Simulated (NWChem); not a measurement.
# C$_{2}$H$_{4}$OSe; SMILES C([SeH])C=O

```xyz
8

O      0.4338     2.6489    -0.2657
C      0.0076     1.7305     0.4030
C     -0.8724     0.6231    -0.1310
Se     0.1297    -1.0882    -0.0494
H      0.2688     1.6231     1.5013
H     -1.8089     0.5118     0.4507
H     -1.1033     0.8028    -1.1982
H     -0.0461    -1.2521     1.4182
```
Atoms are numbered in this order, from 1.

Results from NWChem. Structure relaxed at the PBE-D3(BJ)/def2-SVP level. Total energies compare along this basis series because the functional is fixed.

| level | basis functions | energy (Ha) | highest occupied level (eV) | orbital gap (eV) | dipole (D) |
|---|---|---|---|---|---|
| B3LYP/pcseg-1 | 89 | -2555.1144 | -6.77 | 5.25 | 2.85 |
| B3LYP/aug-pcseg-1 | 141 | -2555.1267 | -6.87 | 5.11 | 2.80 |
| B3LYP/pcseg-2 | 189 | -2555.5253 | -6.86 | 5.16 | 2.86 |
| B3LYP/STO-3G | 37 | -2526.6714 | ? | ? | ? |
| B3LYP/def2-SVP | 94 | -2555.0020 | -6.62 | 5.28 | 2.66 |

Problem. Complete the blanks.

Solution. 
- B3LYP/STO-3G, highest occupied level (eV): -3.92
- B3LYP/STO-3G, orbital gap (eV): 5.74
- B3LYP/STO-3G, dipole (D): 2.03
